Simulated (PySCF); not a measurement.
Silaneselenol, H₄SeSi.
SMILES: `[SeH][SiH3]`

Level of theory: EOM-IP-CCSD/aug-cc-pVDZ in PySCF, restricted Hartree–Fock reference, frozen core, non-relativistic, gas phase, PBE0-D3(BJ)/def2-SVP geometry.

The vertical ionisation energies are 9.24, 11.29, 12.45, 12.82, 13.83, 17.71 eV.

Which Hartree–Fock orbital leads each hole, and what is its Koopmans value −ε?

```csv
leading hole (HF orbital),Koopmans (eV),EOM-IP-CCSD (eV),change (eV),one-hole share
HOMO,9.65,9.24,-0.41,0.96
HOMO-1,11.71,11.29,-0.42,0.96
HOMO-2,13.11,12.45,-0.66,0.95
HOMO-3,13.62,12.82,-0.80,0.94
HOMO-4,14.54,13.83,-0.71,0.94
HOMO-5,19.46,17.71,-1.75,0.83
```

Does the order of the lines follow the orbital energies?

Yes, no two lines change places. The corrections run from -1.75 to -0.41 eV, with a mean of -0.79 eV over the 6 lines; no line lies above its Koopmans value. Koopmans values leave out both the relaxation of the orbitals and the change in correlation energy.

At what kinetic energies would He II light (40.81 eV) eject these electrons?

31.57 eV (HOMO), 29.52 eV (HOMO-1), 28.36 eV (HOMO-2), 27.99 eV (HOMO-3), 26.98 eV (HOMO-4), 23.10 eV (HOMO-5).

What total energy has the lowest final state, and which wavelength reaches it?

E(CCSD) + ionisation energy = -2691.38917 + 0.33961 = -2691.04956 Eh, at the geometry of the initial state. The threshold wavelength is 1239.84 eV nm/9.24 eV = 134.2 nm.

One root was sought for each valence orbital with −ε under 21 eV, eight at most, so deeper holes and satellites are missing; no vibrational structure.
